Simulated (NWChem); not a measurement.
Molecule: CH$_{5}$ClSi; SMILES C[SiH2]Cl

Program: NWChem. Pople sets run with spherical d functions. Each level has its own optimisation; frequencies are unscaled.

```csv
level,r C–Si (Å),r Cl–Si (Å),r H–Si (Å),r C–H (Å),highest harmonic frequency (cm⁻¹),lowest (cm⁻¹),zero-point energy (kcal/mol),dipole (D)
B3LYP/6-31G*,1.876,2.088,1.484,?,?,?,?,?
Hartree-Fock/3-21G,1.896,2.200,1.477,1.085,3282,146,36.9,3.94
PBE-D3(BJ)/def2-SVP,1.877,2.090,1.502,1.109,3091,166,33.7,1.83
```

Complete the blanks.


- B3LYP/6-31G*, r C–H (Å): 1.096
- B3LYP/6-31G*, highest harmonic frequency (cm⁻¹): 3140
- B3LYP/6-31G*, lowest (cm⁻¹): 160
- B3LYP/6-31G*, zero-point energy (kcal/mol): 35.0
- B3LYP/6-31G*, dipole (D): 2.34
